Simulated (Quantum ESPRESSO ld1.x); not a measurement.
The numbers below are computed, except where a source is named.
Radial electron density D(r) = 4 pi r^2 rho(r) of an atom or ion with 22 electrons. Level of theory: Dirac Kohn-Sham, relativistic LDA (MacDonald-Vosko exchange, VWN5 correlation), spin-unpolarised, spherical densities, point nucleus (ld1.x of Quantum ESPRESSO 7.5).

r (bohr),D(r) (e/bohr)
0.003489,1.663
0.004436,2.536
0.005594,3.766
0.007111,5.577
0.008968,7.989
0.0114,11.28
0.01438,15.26
0.01828,20.01
0.02323,24.88
0.0293,28.86
0.03725,31.17
0.04698,30.91
0.05972,28.34
0.07592,25.34
0.09574,24.70
0.1217,27.93
0.1535,32.88
0.1951,34.74
0.2481,29.50
0.3128,20.18
0.3977,13.45
0.5015,13.43
0.6376,15.90
0.804,14.83
1.022,9.742
1.299,4.449
1.639,1.478
2.083,0.3298
2.627,0.05242
3.34,0.004605

What is the nuclear charge?

Answer. Z = 26. The innermost maximum, from 1s, lies near gamma/Z bohr with gamma = sqrt(1 - (Z/c)^2) = 0.982, here 0.0378 bohr (found: 0.0410), and its height grows with Z. The density is that of the iron ion Fe4+ in [Ar] 3d4; the configuration itself is not fixed sharply by these data, and Z only to about a unit. D(r) has 3 maxima, at r = 0.0410, 0.186, 0.680 bohr, and minima at 0.0891, 0.445 bohr, inside which lie 2.12, 10.67 electrons.
